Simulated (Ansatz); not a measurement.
Start from `C#C[SiH2]C=O` and change one atom or group to get `O=C[SiH2]F`.

Ansatz, PBE0-D4/def2-TZVP geometries, multiplicity 1. Each molecule was computed in one conformer, which needn't be the lowest.

```json
{"property": "LUMO energy (PBE/def2-TZVPP) / eV", "`C#C[SiH2]C=O`": "-2.98"}
{"property": "LUMO energy (B3LYP/def2-TZVPP) / eV", "`C#C[SiH2]C=O`": "-2.09"}
{"property": "LUMO energy (ωB97M-V/def2-TZVPP) / eV", "`C#C[SiH2]C=O`": "0.41"}
{"property": "HOMO–LUMO gap (B3LYP/def2-TZVPP) / eV", "`C#C[SiH2]C=O`": "4.88"}
{"property": "HOMO energy (B3LYP/def2-TZVPP) / eV", "`C#C[SiH2]C=O`": "-6.97"}
{"property": "size of the dipole moment (ωB97M-V/def2-TZVPP) / D", "`C#C[SiH2]C=O`": "2.79"}
```

(1) Give the same properties after the change, and the shifts. (An estimate is asked.)

Results:

(1) Ansatz gave: 
| property | `O=C[SiH2]F` | shift |
| --- | --- | --- |
| LUMO energy (PBE/def2-TZVPP) / eV | -3.13 | -0.15 |
| LUMO energy (B3LYP/def2-TZVPP) / eV | -2.24 | -0.15 |
| LUMO energy (ωB97M-V/def2-TZVPP) / eV | 0.32 | -0.09 |
| HOMO–LUMO gap (B3LYP/def2-TZVPP) / eV | 4.96 | 0.08 |
| HOMO energy (B3LYP/def2-TZVPP) / eV | -7.20 | -0.23 |
| size of the dipole moment (ωB97M-V/def2-TZVPP) / D | 1.03 | -1.76 |

With PBE0 the HOMO falls by 0.23 eV and the LUMO falls by 0.14 eV, so the gap widens by about 0.09 eV. PBE moves the HOMO by -0.15 eV and ωB97M-V by -0.27 eV. The zero-point energy changes by -42.6 kJ/mol with -6 modes. Dipoles are sizes alone; their direction can turn.

B3LYP here is the variant with VWN-RPA as its local correlation; programs differ in this.
